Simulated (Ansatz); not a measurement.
Stepwise reaction of `FC[SiH2]CF` with ammonia, as a gas-phase model of exchange steps in deposition or etching. ΔE in kJ/mol.

Program: Ansatz. Geometries: PBE0-D4/def2-TZVP. ΔE: electronic, gas phase. CCSD(T)/CBS adds triple-zeta CCSD(T) − MP2 to the extrapolated MP2 energy (def2 sets, frozen cores). This one scheme is used for every species. DFT in def2-TZVPP. B3LYP here is the variant with VWN-RPA as its local correlation; programs differ in this. One conformer a species, not always the lowest.

| step | reaction | PBE-D4 | B3LYP-D4 | ωB97M-V | CCSD(T)/CBS |
| --- | --- | --- | --- | --- | --- |
| 2 | `N[SiH2]CF` + NH₃ → `N[SiH2]N` + `CF` | -69.7 | -78.3 | -77.3 | -79.8 |

(1) Give the row of step 1, `FC[SiH2]CF` + NH₃ → `N[SiH2]CF` + `CF`. (An estimate is asked.)

(2) By hand: ΔE of the 2 steps together at CCSD(T)/CBS.

Results:

(1) The calculation gave: 
| step | reaction | PBE-D4 | B3LYP-D4 | ωB97M-V | CCSD(T)/CBS |
| --- | --- | --- | --- | --- | --- |
| 1 | `FC[SiH2]CF` + NH₃ → `N[SiH2]CF` + `CF` | -56.8 | -66.4 | -65.1 | -67.0 |

(2) (-67.0) + (-79.8) = -146.8 kJ/mol, or -73.4 kJ/mol a step.

In ΔE each step is lower than the one before. All are downhill at CCSD(T)/CBS. PBE-D4 differs from CCSD(T)/CBS by 10.1 to 10.2 kJ/mol a step. Isolated molecules leave out the surface, adducts and barriers. Largest T1 diagnostic: 0.011.
